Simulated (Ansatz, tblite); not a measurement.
Cost and result up the ladder for (H2In-mu-Cl)2 (In2H4Cl2) (8 atoms). The state is a singlet with charge 0. Geometry: PBE0-D4/def2-SVP.

```
atom   x (Å)   y (Å)   z (Å)
 In1   0.873   1.049  -1.285
  H2   1.854   2.220  -0.522
  H3   0.436   0.532  -2.852
 Cl4   1.361  -1.133   0.000
 In5  -0.874  -1.050   1.284
  H6  -0.443  -0.539   2.856
  H7  -1.851  -2.218   0.513
 Cl8  -1.357   1.138   0.007
```

Ansatz on 4 threads of Arm Neoverse N1 on a shared host; xTB runs through tblite on one thread. Times are rough, summed over both states, and most runs start from the orbitals of an earlier one. PBE0-D4/def2-TZVP serves as the yardstick here, not as an exact answer. Differences are given only for rows in sets of like size (and for xTB, whose basis is part of the method), since another set adds its own error. The other state is a doublet.

In the def2 sets In takes a core potential; there is no spin–orbit coupling. The xTB rows come from tblite. Correlated methods freeze 18 core orbitals; core or outer-core shells of In are correlated, in sets that lack core-valence functions. The rows differ in basis, and correlated rows in double-zeta sets carry the largest basis error. In CCSD on the charge 1 doublet the largest single amplitude is 0.46, so its Hartree–Fock determinant may place the open shell otherwise than the density functionals do.

Run but left out: HF/def2-SVP, MP2/def2-SVP (charge +1 doublet: a determinant that CCSD turns far, T1 0.061).

Correlated methods converge slowly with the basis, most of all in double-zeta sets.

Raw xTB energies of ions are shifted by several eV.

| level | functions | vertical IE (eV) | difference from PBE0-D4/def2-TZVP (eV) | remarks |
| --- | --- | --- | --- | --- |
| CCSD(T)/def2-SVP | 108 | 10.41 | – | large T1 (0.061) (+1 doublet), spin-contaminated (⟨S²⟩ 0.87) (+1 doublet) |
| GFN2-xTB | 40 | 14.02 | 3.96 | – |
| r2SCAN-D4/def2-TZVP | 198 | 9.75 | -0.31 | – |
| PBE0-D4/def2-TZVP | 198 | 10.06 | 0.00 | – |
| GFN1-xTB | 44 | 13.77 | 3.71 | – |
| PBE-D4/def2-TZVP (with forces) | 198 | 9.49 | -0.57 | – |

**Question.** Estimate how long each takes.

**Answer.** GFN2-xTB 0.016 s; GFN1-xTB 0.018 s; PBE-D4/def2-TZVP (with forces) 12 s; PBE0-D4/def2-TZVP 21 s; r2SCAN-D4/def2-TZVP 26 s; CCSD(T)/def2-SVP 80 s. On shared hardware such times vary by a factor of up to 3.
